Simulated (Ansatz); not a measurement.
Cartesian coordinates (Å):
```xyz
7

C     -1.0482    -0.2473    -0.0050
C      0.0750     0.4758     0.1334
B      1.4595    -0.0947    -0.1206
O      2.5720    -0.5478    -0.3233
H     -2.0326     0.1860     0.1837
H     -1.0256    -1.2951    -0.3108
H     -0.0002     1.5232     0.4425
```
Charge +1, spin multiplicity 2.

Computed with frozen-core CCSD(T)/cc-pVTZ // PBE-D3(BJ)/def2-TZVP run with Ansatz (a first-principles code). The geometry is that of the parent before the electron was removed.

```
Item                           Result
----------------------  -------------
HF energy               -176.76324 Ha
MP2 correlation energy    -0.56252 Ha
```

Q: Estimate the CCSD correlation energy, the (T) correction, the total energy and the T1 diagnostic.

A: 
| Property | Result |
|---|---|
| CCSD correlation energy | -0.61070 Ha |
| (T) correction | -0.02821 Ha |
| CCSD(T) total energy | -177.40214 Ha |
| T1 diagnostic | 0.057 |
